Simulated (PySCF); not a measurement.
C3H3N2, SMILES C1N=C[N]C=1 (connectivity only; charge and spin as stated), charge -1, multiplicity 1. Heavy atoms are numbered as in [CH:1]1=[CH:2][N:3]=[CH:4][N:5]1. Hydrogens are named by the atom that carries them.

The structure is a stationary point at B3LYP-D3(BJ)/def2-SVPD. The spin state was assumed, not searched. The isomer is the one that the SMILES or the coordinates give; other isomers of the formula were not compared.

The numbers are results of PySCF with PBE/def2-SVPD, not measurements.

Mulliken values depend strongly on the basis, most of all with diffuse functions as here. ESP charges are fitted to the potential on shells at 1.4 to 2.0 van der Waals radii. Atomic charges (e), one atom of each kind:

```json
[
 {"atom": "C1 (CH)", "Mulliken": "0.37", "ESP fit": "0.02"},
 {"atom": "N3", "Mulliken": "-0.69", "ESP fit": "-0.76"},
 {"atom": "C4 (CH)", "Mulliken": "0.63", "ESP fit": "0.55"},
 {"atom": "H on C1", "Mulliken": "-0.26", "ESP fit": "0.00"},
 {"atom": "H on C4", "Mulliken": "-0.46", "ESP fit": "-0.09"}
]
```
